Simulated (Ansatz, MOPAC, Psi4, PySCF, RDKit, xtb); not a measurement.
Pair of molecules: HCl (SMILES Cl) (first 2 atoms) with ClH3Si (SMILES [SiH3]Cl); geometry from B3LYP-D3(BJ)/def2-TZVP, rigid monomers moved along the line of their centres of mass till H2···Cl4 is 3.45 Å.
(charge 0, multiplicity 1):
```json
[
 {"atom": "Cl", "x (Å)": "-0.3135", "y (Å)": "-0.4178", "z (Å)": "0.9692"},
 {"atom": "H", "x (Å)": "0.5898", "y (Å)": "-0.1007", "z (Å)": "1.8322"},
 {"atom": "Si", "x (Å)": "-0.3185", "y (Å)": "0.5900", "z (Å)": "5.7300"},
 {"atom": "Cl", "x (Å)": "1.6323", "y (Å)": "0.7264", "z (Å)": "5.0150"},
 {"atom": "H", "x (Å)": "-0.7908", "y (Å)": "-0.7858", "z (Å)": "5.4973"},
 {"atom": "H", "x (Å)": "-1.1386", "y (Å)": "1.5701", "z (Å)": "4.9973"},
 {"atom": "H", "x (Å)": "-0.2778", "y (Å)": "0.9018", "z (Å)": "7.1707"}
]
```

```
level                                                                 interaction energy (kJ/mol)  minus MP2/CBS(aug-cc-pV(D+d)Z, aug-cc-pV(T+d)Z) + ΔCCSD(T)/aug-cc-pV(D+d)Z  cost
--------------------------------------------------------------------  ---------------------------  --------------------------------------------------------------------------  ----
UFF                                                                                          -2.5                                                                         2.6     -
GFN-FF                                                                                       -7.3                                                                        -2.2     -
AM1                                                                                          -1.8                                                                         3.3     -
PM3                                                                                          -2.8                                                                         2.3     -
PM6                                                                                          -2.7                                                                         2.5     -
PM7                                                                                          -6.6                                                                        -1.4     -
GFN1-xTB                                                                                     -3.0                                                                         2.2     -
GFN2-xTB                                                                                     -5.2                                                                        -0.1     -
HF/STO-3G (no counterpoise)                                                                  -3.9                                                                         1.3     -
HF/3-21G (no counterpoise)                                                                   -5.3                                                                        -0.1     -
HF/6-31G*                                                                                    -3.3                                                                         1.8     -
HF/aug-cc-pV(D+d)Z                                                                           -3.0                                                                         2.1     -
HF/aug-cc-pV(T+d)Z                                                                           -2.7                                                                         2.4     -
PBE/def2-TZVPPD                                                                              -4.0                                                                         1.2    ×1
PBE-D4/def2-TZVPPD                                                                           -6.0                                                                        -0.8    ×1
BP86/6-31G* (no counterpoise)                                                                -3.0                                                                         2.1     -
r2SCAN/def2-TZVPPD                                                                           -4.2                                                                         1.0    ×2
r2SCAN-D3(BJ)/def2-TZVPPD                                                                    -5.4                                                                        -0.3    ×2
r2SCAN-D4/def2-TZVPPD                                                                        -5.2                                                                         0.0    ×2
B3LYP/3-21G (no counterpoise)                                                                -5.4                                                                        -0.3     -
B3LYP/6-31G*                                                                                 -3.1                                                                         2.0     -
B3LYP/6-31G* (no counterpoise)                                                               -4.0                                                                         1.1     -
B3LYP/6-311+G** (no counterpoise)                                                            -3.8                                                                         1.4     -
B3LYP/LANL2DZ (no counterpoise)                                                              -5.3                                                                        -0.1     -
B3LYP/def2-TZVPPD                                                                            -2.3                                                                         2.8    ×1
B3LYP-D3(BJ)/def2-TZVPPD                                                                     -5.7                                                                        -0.5    ×1
B3LYP-D4/def2-TZVPPD                                                                         -5.2                                                                        -0.1    ×1
PBE0-D3(BJ)/def2-TZVPPD                                                                      -6.1                                                                        -0.9    ×1
wB97X-V/def2-TZVPPD                                                                          -5.2                                                                        -0.1    ×3
wB97M-V/def2-TZVPPD                                                                          -5.0                                                                         0.1    ×4
MP2/6-31G*                                                                                   -4.2                                                                         0.9     -
MP2/6-31G* (no counterpoise)                                                                 -5.5                                                                        -0.3     -
MP2/aug-cc-pV(D+d)Z                                                                          -5.3                                                                        -0.2     -
MP2/aug-cc-pV(T+d)Z                                                                          -5.4                                                                        -0.3    ×3
MP2/CBS(aug-cc-pV(D+d)Z, aug-cc-pV(T+d)Z)                                                    -5.6                                                                        -0.4     -
SCS-MP2/aug-cc-pV(D+d)Z                                                                      -4.6                                                                         0.5     -
SCS-MP2/aug-cc-pV(T+d)Z                                                                      -4.7                                                                         0.5     -
CCSD(T)/aug-cc-pV(D+d)Z                                                                      -4.9                                                                         0.2    ×5
MP2/CBS(aug-cc-pV(D+d)Z, aug-cc-pV(T+d)Z) + ΔCCSD(T)/aug-cc-pV(D+d)Z                         -5.1                                                                         0.0    ×8
SAPT0/jun-cc-pV(D+d)Z                                                                        -4.6                                                                         0.6     -
```

 The comparison column counts from a level with limits of its own.

The rows run from -7.3 (GFN-FF) to -1.8 kJ/mol (AM1). In aug-cc-pV(D+d)Z the value moves HF -3.0, MP2 -5.3, CCSD(T) -4.9, a shift of -1.9 from HF to CCSD(T). From aug-cc-pV(D+d)Z to aug-cc-pV(T+d)Z MP2 changes by -0.1. The dispersion term adds -2.0 in PBE-D4, -1.2 in r2SCAN-D3(BJ), -1.0 in r2SCAN-D4. The 5 functionals in def2-TZVPPD without D3 or D4 span 2.9, from wB97X-V to B3LYP.

Counterpoise-corrected where a basis set is named; no monomer relaxation. Rows marked so take none. RDKit's UFF carries no charges.

Correlated levels freeze the cores. CBS(a, b) extrapolates the correlation energy as X⁻³ and adds the Hartree–Fock energy of set b. Rows in 3-21G, 6-311+G**, 6-31G*, LANL2DZ, STO-3G carry no dispersion term and start afresh at each structure (6-31G* with six Cartesian d functions). MP2/6-31G* freezes PySCF's default core. LANL2DZ brings its own core potentials from Na on. The state reached by AM1, PM3, PM6, PM7 isn't checked; PM7 holds dispersion and hydrogen-bond terms.

Programs: Ansatz (a program for electronic structure); MOPAC for AM1, PM3, PM6, PM7 (differences of heats of formation); Psi4 for SAPT; PySCF for 3-21G rows, 6-311+G** rows, 6-31G* rows, LANL2DZ rows, STO-3G rows, the dispersion terms; RDKit for the force fields; xtb for the GFN methods. 

Costs are rough ratios of core time to PBE/def2-TZVPPD (about 8 s over the structures, on one shared machine); a dash marks a level with no comparable run of its own.
